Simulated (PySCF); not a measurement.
**Predicted spectroscopic data**

Rapidly exchanging positions averaged, one conformer, non-relativistic Hamiltonian, isolated molecule. Spin–spin couplings from B3LYP/pcJ-1 (spin–dipole term left out of most H,H and C,H couplings); geometry from GFN2-xTB; shieldings: GIAO PBE0/pcSseg-1; PySCF.

Scale: TMS for 1H (31.72 ppm) and 13C (186.93 ppm) (reference shieldings calculated alike). Multiplet labels drop J under 1 Hz and among equivalent protons, and merge close values. Unscaled 3J(H,H) run several per cent high. Splittings of carbon signals by F and P are missing where no couplings were computed. Where no couplings were computed, multiplicities follow the n + 1 count of equivalent neighbours, and m marks all less simple cases (inequivalent or close neighbours, rings, F or P nearby). One-bond C–F couplings are unscaled and too large by tens of Hz. Shifts are as computed. Against solution values, carbons near 30 ppm lie about +3 ppm off and those near 130 ppm about +5 ppm. Of 1309 compounds with measured shifts, 239 miss one by over three times the rms of a fit or turn the order of signals round; such compounds aren't used in these exercises.

Compound 1 (C5H6F2). 1H NMR (500 MHz, computed): δ 5.19 (m, 2H), 2.81 (m, 2H), 2.21 (m, 2H). 13C{1H} NMR (computed): δ 159.8, 122.0, 77.5, 34.4, 20.4. Structure: SMILES FCC1=C(F)CC1.

Compound 2 (C5H6F2). 1H NMR (500 MHz, computed): δ 6.14 (qt, J = 2.0, 1.0 Hz, 1H), 2.93 (m, 2H), 2.08 (tq, J = 3.9, 1.9 Hz, 3H). 13C{1H} NMR (computed): δ 163.3 (t, J = 16.1 Hz), 137.5 (t, J = 25.0 Hz), 122.0 (t, J = 334.8 Hz), 51.3 (t, J = 23.0 Hz), 19.1. Structure: `CC1=CC(F)(F)C1`.
